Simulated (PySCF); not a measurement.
A structure optimised at PBE0-D3(BJ)/def2-TZVPD, used in a PySCF frequency run:

```
O
H 1 0.9751
O 1 1.3084 2 105.80
```
Charge 0, spin multiplicity 2.

Task: Write its SMILES, formula and point group.

Result: [O]O, HO2, Cs

Task: What are its rotational constants (standard atomic weights)?

Result: 625.21, 34.680, 32.858 GHz
